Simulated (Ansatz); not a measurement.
One change: `FC[CH](F)[SnH3]` becomes `FCC(F)Cl`.

Ansatz, PBE0-D4/def2-TZVP geometries, multiplicity 1. Each molecule was computed in one conformer, which needn't be the lowest.

Elements past krypton have def2 core potentials.

| property | `FC[CH](F)[SnH3]` |
| --- | --- |
| HOMO–LUMO gap (PBE0/def2-TZVPP) / eV | 8.14 |
| size of the dipole moment (B3LYP/def2-TZVPP) / D | 2.46 |
| LUMO energy (B3LYP/def2-TZVPP) / eV | -0.33 |
| size of the dipole moment (ωB97M-V/def2-TZVPP) / D | 2.51 |
| HOMO–LUMO gap (PBE/def2-TZVPP) / eV | 6.03 |
| HOMO–LUMO gap (B3LYP/def2-TZVPP) / eV | 7.68 |

**Question.** Give the same properties after the change, and the shifts. (Best estimate.)

**Answer.** The calculation gave: 
| property | `FCC(F)Cl` | shift |
| --- | --- | --- |
| HOMO–LUMO gap (PBE0/def2-TZVPP) / eV | 9.45 | 1.31 |
| size of the dipole moment (B3LYP/def2-TZVPP) / D | 1.49 | -0.97 |
| LUMO energy (B3LYP/def2-TZVPP) / eV | 0.03 | 0.36 |
| size of the dipole moment (ωB97M-V/def2-TZVPP) / D | 1.48 | -1.03 |
| HOMO–LUMO gap (PBE/def2-TZVPP) / eV | 6.79 | 0.76 |
| HOMO–LUMO gap (B3LYP/def2-TZVPP) / eV | 8.89 | 1.21 |

With PBE0 the HOMO falls by 0.90 eV and the LUMO rises by 0.42 eV, so the gap widens by about 1.32 eV. PBE moves the HOMO by -0.74 eV and ωB97M-V by -1.03 eV. Dipoles are sizes alone; their direction can turn.

B3LYP here is the variant with VWN-RPA as its local correlation; programs differ in this.
